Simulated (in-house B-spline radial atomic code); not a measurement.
**Removing one electron from Hg LXXIX (Hg78+)**

Closed shell 1s2. Computed with a B-spline radial code for spherical atoms: Koopmans values of Dirac-Hartree-Fock plus a diagonal self-energy, in second order or with its direct term screened (direct RPA, with the hole-particle interaction, or full time-dependent Hartree-Fock), linearised in energy; no-pair Dirac-Coulomb Hamiltonian, finite nucleus. Shifts add to the Koopmans value (the ΔSCF shift is orbital relaxation alone); the final value takes TDHF screening with Breit and QED.

Command:
```bash
python run_mb.py task.json out
```
Settings (nuclear radius in fm, box in bohr, cutoff in hartree):
```
basis_form          2
Z                   80
core_configuration  1s2
rms_radius          5.4648
mass_number         202
speed_of_light      137.036
box_radius          1.87
lmax                7
intervals           55
virtual_cutoff      25600.0
```

Time taken, with all properties: 0.9 s on 1 thread of Intel(R) Xeon(R) Platinum 8488C, with other jobs on the host.

Energies in eV:

```tsv
subshell	Koopmans	ΔSCF shift	second order	direct RPA	hole-particle	TDHF	Breit + QED	final
1s1/2	94487.99	-2.146	?	?	?	?	?	?
```

**Question.** What does the self-energy do to 1s1/2?

**Answer.** It shifts the removal energy by -0.813 eV in second order, -0.779 with direct RPA, -0.818 with the hole-particle term and -0.825 with TDHF screening (quasi-particle weight 1.000); Breit and QED add -366.740 eV. The final value is 94120.43 eV, against 94124.7 ± 0.3 eV (NIST, tabulated theory). Recoil and two-electron QED terms are left out.
